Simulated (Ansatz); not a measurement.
Input file for CH5NOSiZn (`C1[NH][Zn][O][SiH2]1`):

```yaml
crystal:
  periodic: [false, false, false]
  atoms:
    - {symbol: C, position_ang: [0.209637, -0.212477, 0.789741]}
    - {symbol: N, position_ang: [0.107126, -1.601532, 0.294466]}
    - {symbol: Zn, position_ang: [-0.826281, -1.302691, -1.276428]}
    - {symbol: O, position_ang: [-0.774600, 0.437823, -1.865015]}
    - {symbol: Si, position_ang: [0.064572, 1.114475, -0.625490]}
    - {symbol: H, position_ang: [1.189243, -0.061548, 1.265495]}
    - {symbol: H, position_ang: [-0.551442, 0.032596, 1.543369]}
    - {symbol: H, position_ang: [-0.222812, -2.239554, 1.003598]}
    - {symbol: H, position_ang: [-0.627671, 2.311658, -0.070101]}
    - {symbol: H, position_ang: [1.432218, 1.521249, -1.059645]}
basis:
  gaussian: {orbitals: def2-SVP}
correlation: {method: ccsd_t, frozen_orbitals: {C: 1, H: 0, "N": 1, O: 1, Si: 5, Zn: 9}}
```

```sh
$ ansatz run in.yaml --threads 4 --pin off --events-out ev --progress --plain --max-ram 10444MiB
```

Log, shortened:

```
Functional definition: HF
1138 factors; integrals over basis functions are off by at most 1.1e-3 eV
mean field evaluation 1: about -60849.2545 eV, gradient 4.8e1 eV
mean field evaluation 2: about -60849.3595 eV, gradient 4.8e1 eV
mean field evaluation 4: about -60854.2892 eV, gradient 4.1e0 eV
mean field evaluation 8: about -60854.3512 eV, gradient 1.1e-1 eV
mean field -60854.35125787 eV, -2236.3561601660 hartree, gradient 7.9e-7 eV, S^2 0.000000; 0 other end points of the search recorded, 0 dependent functions left out
17 core orbitals not correlated: weight in the atoms' cores, before any rotation towards them, 1.000 or more for the frozen orbitals, at most 0.000 for the correlated occupied ones
reference -60854.35125787 eV, -2236.3561601660 hartree; 18, 18 occupied and 81, 81 virtual orbitals, 1138 factors
second order -24.35773706 eV of doubles, -0.00000000 eV of singles
cycle   1  -23.82807261 eV  change    5.3e-1 eV  update   1.4e-1
cycle   2  -24.54549487 eV  change   -7.2e-1 eV  update   4.5e-2
cycle   3  -24.72674044 eV  change   -1.8e-1 eV  update   2.6e-2
cycle   4  -24.70851269 eV  change    1.8e-2 eV  update   9.1e-3
cycle   5  -24.70432121 eV  change    4.2e-3 eV  update   5.5e-3
cycle   6  -24.70626211 eV  change   -1.9e-3 eV  update   2.5e-3
cycle   7  -24.70553653 eV  change    7.3e-4 eV  update   1.3e-3
cycle   8  -24.70580566 eV  change   -2.7e-4 eV  update   6.1e-4
cycle   9  -24.70608308 eV  change   -2.8e-4 eV  update   2.8e-4
cycle  10  -24.70603691 eV  change    4.6e-5 eV  update   1.2e-4
cycle  11  -24.70608984 eV  change   -5.3e-5 eV  update   5.2e-5
cycle  12  -24.70611794 eV  change   -2.8e-5 eV  update   2.2e-5
perturbative correction -0.74169328 eV, -0.0272567253 hartree
Total energy: -60879.79906909 eV, -2237.2913499793 hartree
```

Run time 8.5 s (4 threads of an Arm Neoverse V1 on a shared host); peak host memory 0.58 GiB.

The correlation energy is -25.448 eV, 2.9 % of it from (T); the T1 diagnostic reads 0.0178.
